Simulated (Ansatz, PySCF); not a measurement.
BrSi, SMILES [Si]Br (connectivity only; charge and spin as stated), neutral, multiplicity 2. Atoms are numbered in the order given.

```xyz
2

Si     0.0000     0.0000    -1.6179
Br     0.0000     0.0000     0.6135
```
Charge 0, spin multiplicity 2.

The structure is a stationary point at PBE0-D3(BJ)/def2-TZVP.

Two levels are set side by side: PBE-D3(BJ)/def2-TZVP (Ansatz, a program for electronic structure) and PBE0-D3(BJ)/def2-TZVP (Ansatz). Each level has its own optimised geometry; the coordinates shown are those of the second. Frequencies come from the Hessian of PySCF at each geometry. Differences are taken from unrounded values.

| quantity | PBE0-D3(BJ) | PBE-D3(BJ) | PBE-D3(BJ) minus PBE0-D3(BJ) |
|---|---|---|---|
| bond Si1–Br2 (Å) | 2.231 | 2.250 | 0.018 |
| highest harmonic wavenumber (cm⁻¹) | 421 | 406 | -16 |
| mean harmonic wavenumber (cm⁻¹) | 421 | 406 | -16 |
| zero-point energy (kcal/mol) | 0.60 | 0.58 | -0.02 |
